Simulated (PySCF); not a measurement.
C₃H₆O₃Si, SMILES COC(=O)[SiH2]C=O (GFN2-xTB optimised geometry):

```
13

C      1.529    -1.505     0.027
O      0.866    -0.243     0.000
C     -0.471    -0.243     0.000
O     -1.145    -1.240     0.020
Si    -1.095     1.575     0.000
C     -0.131     2.416    -1.435
O     -0.644     2.992    -2.359
H      0.997    -2.191     0.688
H      2.537    -1.320     0.390
H      1.559    -1.929    -0.978
H     -2.537     1.619    -0.196
H     -0.622     2.191     1.241
H      0.978     2.346    -1.388
```

Method: B3LYP/def2-TZVP in PySCF.

Problem. What are the frontier orbital energies and the dipole moment?

Solution. HOMO-2 -8.96 eV, HOMO-1 -7.91 eV, HOMO -6.93 eV, LUMO -2.07 eV, LUMO+1 -1.03 eV; dipole moment 3.10 D.

Meta-Löwdin charges at B3LYP/def2-TZVP: C1 -0.13, O2 -0.34, C3 0.31, O4 -0.44, Si5 0.57, C6 0.08, O7 -0.35, H8 0.13, H9 0.13, H10 0.12, H11 -0.08, H12 -0.08, H13 0.07.
